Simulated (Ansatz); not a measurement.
`C[O][MgH]` + HBr → `[MgH][Br]` + CH₃OH at 400 K and 1 bar (ligand exchange at a Mg–O bond).

Gas-phase electronic energies from Ansatz, PBE0-D4/def2-TZVP geometries. CCSD(T)/CBS is the MP2 limit (def2-TZVPP, def2-QZVPP) plus CCSD(T) − MP2 in def2-TZVPP, frozen cores. This one scheme is used for every species. For Br, Mg outer-core shells are correlated without core-valence functions, which leaves a few kJ/mol of doubt a bond. Scalar relativity is left out up to krypton.

```
    species  CCSD(T)/CBS energy (Eh)  H − E (kJ/mol)  S (J/(mol·K))
`C[O][MgH]`               -315.53638           145.2          306.5
        HBr              -2573.91920            27.6          207.2
`[MgH][Br]`              -2773.87245            32.8          266.3
      CH₃OH               -115.61712           151.2          252.6
```

H − E and S are ideal-gas, rigid-rotor, harmonic terms from PBE0-D4/def2-TZVP. 1 Eh = 2625.50 kJ/mol, R = 8.31446 J/(mol·K).

**Question.** By hand: ΔE, ΔH, ΔS and ΔG.

**Answer.** ΔE = (-2773.87245) + (-115.61712) − (-315.53638) − (-2573.91920) = -0.03399 Eh = -89.2 kJ/mol. Δ(H − E) = 32.8 + 151.2 − 145.2 − 27.6 = 11.2, so ΔH = -78.0 kJ/mol. ΔS = 266.3 + 252.6 − 306.5 − 207.2 = 5.2 J/(mol·K). ΔG = -78.0 − 400 × (5.2)/1000 = -80.1 kJ/mol.

**Question.** By hand: the equilibrium constant, and the temperature at which ΔG would vanish if ΔH and ΔS stayed fixed.

**Answer.** log₁₀ K = −ΔG/(RT ln 10) = 10.5. ΔH and −TΔS have one sign here, so there is no such temperature. One of them is within its doubt of zero, so this could turn.

The number of gas molecules stays the same, so ΔS is small and ΔH decides. A doubt of 5 kJ/mol in ΔE shifts log₁₀ K by 0.7 here. These are equilibria of isolated gas molecules and say nothing of rates. Largest T1 diagnostic: 0.011 (customary marks: 0.02 for closed shells, 0.045 for open ones).
